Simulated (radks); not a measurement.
Problem. Coulomb parameter of the 4d shell of the rhodium ion Rh+ in the model configuration [Kr] 4d6.5 5s1.5, as a second difference U = [E(n + 0.5) + E(n - 0.5) - 2 E(n)] / (0.5)^2 with all orbitals relaxed. "Bare": the charge of the atom changes with n. "Screened": the 5s shell takes up the change at fixed total charge, which measures U(4d,4d) + U(5s,5s) - 2 U(4d,5s). Calculated with a radial shooting solver on a logarithmic mesh with Libxc functionals: scalar-relativistic Kohn-Sham, r2SCAN, spin-unpolarised, spherical densities, finite nucleus; meta-GGA in the generalised Kohn-Sham scheme; Fermi nuclear charge, rms radius 4.4945 fm. Estimate both.

Solution. U(bare) = 12.099 eV, U(screened by 5s) = 1.722 eV, against the Slater integral F0(4d,4d) = 17.134 eV with frozen orbitals.
